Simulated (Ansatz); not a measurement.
A run for Ansatz (a first-principles code): SC-NEVPT2 on CASSCF(4,3)/cc-pVTZ on GaH3O (SMILES [OH][GaH2]), a point of a bond scan (R = 2.598 Å).

Ansatz 0.2 input:
```yaml
crystal:
  periodic: [false, false, false]
  atoms:
    - {symbol: Ga, position_ang: [-0.22521905, -0.28436532, 0.02581913]}
    - {symbol: H, position_ang: [0.06027017, -1.29718128, 1.17225298]}
    - {symbol: H, position_ang: [-1.35945454, -0.30870479, -1.05292543]}
    - {symbol: O, position_ang: [0.93817677, 1.08727522, -0.02402144]}
    - {symbol: H, position_ang: [0.49911314, 2.80375672, -1.92354637]}
basis:
  gaussian:
    orbitals: cc-pVTZ
    pivot_positions_ang: [[-0.22521905, -0.28436532, 0.02581913], [0.06027017, -1.29718128, 1.17225298], [-1.35945454, -0.30870479, -1.05292543], [0.93817677, 1.08727522, -0.02402144], [0.49911314, 2.80375672, -1.92354637]]
magnetization: {spin_polarized: false}
correlation: {method: sc_nevpt2, electrons: outside_noble_gas, active_space: {window: {electrons: 4, orbitals: 3}}}
output: {orbitals: {seedname: ./end}}
```

The log:

```
WARN ansatz: RAYON_NUM_THREADS=1 ignored (pool sized by the plan → 1); use --threads N
Functional definition: HF
integrals: 0.06 GiB planned
782 factors; integrals over basis functions are off by at most 4.3e-4 eV
mean field: 0.28 GiB planned
mean field evaluation 1: about -54403.2932 eV, gradient 5.6e1 eV
mean field evaluation 2: about -54403.3474 eV, gradient 5.6e1 eV
mean field evaluation 4: about -54412.1055 eV, gradient 6.8e0 eV
mean field evaluation 8: about -54412.7475 eV, gradient 1.6e-1 eV
mean field evaluation 16: about -54412.7547 eV, gradient 2.7e-6 eV
mean field evaluation 32: about -54398.8563 eV, gradient 1.8e-6 eV
mean field evaluation 64: about -54412.7542 eV, gradient 3.4e-1 eV
mean field evaluation 96: about -54412.1364 eV, gradient 6.1e0 eV
mean field -54412.75474366 eV, -1999.6318545398 hartree, gradient 4.1e-6 eV, S^2 0.000000; 8 other end points of the search recorded, 0 dependent functions left out; unrestricted orbitals would lower it
reference -54412.75474366 eV, -1999.6318545398 hartree; 21, 21 occupied and 94, 94 virtual orbitals, 782 factors
configuration interaction: 0.17 GiB planned
configuration interaction: 0.00 GiB planned
state -54417.35887837 eV, -1999.8010533693 hartree
state -54417.35887837 eV, -1999.8010533693 hartree; corrected -54424.85674228 eV, -2000.0765947859 hartree
WARN: 1 active orbitals are nearly empty or full. The corrections depend on them more than the energy does, and are more stable in an active space without them
Total energy: -54424.85674228 eV, -2000.0765947859 hartree
```

The calculation finished and met its thresholds.

Warnings raised: idle orbitals.

Cost: around 17 core-seconds (rough).
